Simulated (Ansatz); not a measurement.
Reaction (ligand exchange at the Si–Cl bond): `Cl[Si]([SeH])([SeH])[SeH]` + H₂Se → `[SeH][Si]([SeH])([SeH])[SeH]` + HCl

Gas-phase electronic energies from Ansatz, PBE0-D4/def2-TZVP geometries. CBS: MP2 limit from def2 TZ/QZ plus the TZ coupled-cluster correction, frozen cores. This one scheme is used for every species. DFT in def2-TZVPP. For Se outer-core shells are correlated without core-valence functions, which leaves a few kJ/mol of doubt a bond. Scalar relativity is left out up to krypton. Each species was taken in one conformer, which may not be the lowest.

`Cl[Si]([SeH])([SeH])[SeH]`:

```xyz
8

Cl    1.928   -1.623    0.758
Si    0.494   -0.341    0.042
Se   -1.529   -1.304   -0.275
Se    1.255    0.230   -2.017
Se    0.406    1.290    1.618
H    -1.868   -1.242    1.155
H     0.085    1.084   -2.268
H    -0.771    1.904    0.987
```

H₂Se:

Cartesian coordinates in Å:
```
Se -0.025 0.235 0.642
H -0.943 0.273 -0.502
H 0.968 -0.508 -0.141
```

`[SeH][Si]([SeH])([SeH])[SeH]`:

Z-matrix (Å, degrees):
```
Si
Se 1 2.275
Se 1 2.274 2 115.5
Se 1 2.275 2 101.8 3 -115.5
Se 1 2.274 2 107.0 3 123.0
H 2 1.469 1 92.5 3 -39.5
H 3 1.471 1 93.1 2 79.2
H 4 1.469 1 92.5 2 -154.9
H 5 1.471 1 93.1 2 -168.4
```

HCl:

Cartesian coordinates in Å:
```
Cl -0.303 -0.171 -0.537
H 0.303 0.171 0.537
```

| level | ΔE (kJ/mol) | difference from CCSD(T)/CBS |
| --- | --- | --- |
| PBE-D4 | 25.4 | -2.1 |
| ωB97X-V | 33.7 | 6.2 |
| PBE | 28.9 | 1.4 |
| r2SCAN | 32.7 | 5.2 |
| PBE0 | 29.8 | 2.3 |
| CCSD/def2-TZVPP | 29.5 | 2.0 |
| CCSD(T)/def2-TZVPP | 27.5 | 0.0 |
| MP2/def2-QZVPP | 25.0 | -2.5 |
| HF/CBS(def2) | 42.6 | 15.1 |
| CCSD/CBS(def2) | 29.6 | 2.1 |
| CCSD(T)/CBS | 27.5 | 0 |

Largest T1 diagnostic among the species: 0.009.

The D4 term adds −5.9 kJ/mol with B3LYP and −3.3 kJ/mol with PBE0; it sums over pairs of atoms, weighted by their polarisabilities, and B3LYP, whose exchange is more repulsive, gets the larger term. In def2-TZVPP, CCSD(T) changes the Hartree–Fock value by −14.1 kJ/mol (the triples alone add −2.1 kJ/mol) and MP2 by −16.9 kJ/mol.

B3LYP here is the variant with VWN-RPA as its local correlation; programs differ in this.
